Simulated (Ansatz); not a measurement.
`BBC` + `C=CCN[SiH2]Cl` → `BBC=C` + `CCN[SiH2]Cl`  (redistribution)

Calculated with Ansatz (gas phase, PBE0-D4/def2-TZVP geometries, no zero-point term in ΔE). CBS: MP2 limit from def2 TZ/QZ plus the TZ coupled-cluster correction, frozen cores. Functionals use def2-TZVPP. B3LYP here is the variant with VWN-RPA as its local correlation; programs differ in this. One conformer a species, not always the lowest.

`BBC`:

Z-matrix (Å, degrees):
```
C
B 1 1.564
H 1 1.091 2 116.3
H 1 1.100 2 106.4 3 120.0
H 1 1.095 2 111.4 3 -126.3
B 2 1.639 1 128.0 3 -9.5
H 2 1.210 1 116.2 3 172.3
H 6 1.201 2 122.0 1 93.1
H 6 1.201 2 122.4 1 -89.2
```

`C=CCN[SiH2]Cl`:

Cartesian coordinates in Å:
```
C -1.444 -1.746 0.429
C -1.451 -0.866 -0.560
C -0.395 0.163 -0.817
N 0.762 0.051 0.040
Si 1.580 1.372 0.722
Cl 2.679 2.498 -0.627
H -0.644 -1.766 1.161
H -2.246 -2.465 0.546
H -2.273 -0.862 -1.272
H -0.117 0.121 -1.880
H -0.835 1.159 -0.678
H 1.257 -0.822 -0.067
H 2.543 0.854 1.717
H 0.583 2.309 1.285
```

`BBC=C`:

Cartesian coordinates in Å:
```
B -0.571 -0.529 1.948
B -0.020 0.233 0.602
C 0.048 -0.286 -0.851
C 0.530 0.481 -1.836
H -1.710 -0.436 2.316
H 0.152 -1.166 2.665
H 0.388 1.359 0.772
H -0.293 -1.285 -1.116
H 0.886 1.487 -1.633
H 0.590 0.143 -2.867
```

`CCN[SiH2]Cl`:

Cartesian coordinates in Å:
```
C 1.146 1.324 0.173
C -0.178 0.766 0.663
N -0.269 -0.682 0.590
Si -0.973 -1.538 -0.694
Cl 0.097 -1.502 -2.474
H 1.977 0.932 0.767
H 1.163 2.414 0.256
H 1.321 1.053 -0.870
H -0.998 1.181 0.067
H -0.361 1.088 1.694
H 0.422 -1.157 1.153
H -1.072 -2.961 -0.303
H -2.275 -0.918 -1.024
```

```csv
level,ΔE (kJ/mol),difference from CCSD(T)/CBS
PBE-D4,-4.7,3.8
r2SCAN-D4,-3.9,4.6
PBE0-D4,-4.5,4.0
B3LYP-D4,-7.3,1.2
ωB97X-V,-5.4,3.1
ωB97M-V,-5.1,3.4
B2PLYP,-8.7,-0.2
PBE,-5.1,3.4
r2SCAN,-4.1,4.4
PBE0,-4.8,3.7
B3LYP,-7.9,0.6
HF/def2-TZVPP,-11.5,-3.0
MP2/def2-TZVPP,-8.5,0.0
SCS-MP2/def2-TZVPP,-10.4,-1.9
CCSD/def2-TZVPP,-8.1,0.4
CCSD(T)/def2-TZVPP,-8.8,-0.3
HF/def2-QZVPP,-11.6,-3.1
MP2/def2-QZVPP,-8.4,0.1
SCS-MP2/def2-QZVPP,-10.3,-1.8
HF/CBS(def2),-11.6,-3.1
MP2/CBS(def2),-8.2,0.3
CCSD/CBS(def2),-7.8,0.7
CCSD(T)/CBS,-8.5,0
```

Largest T1 diagnostic among the species: 0.012.
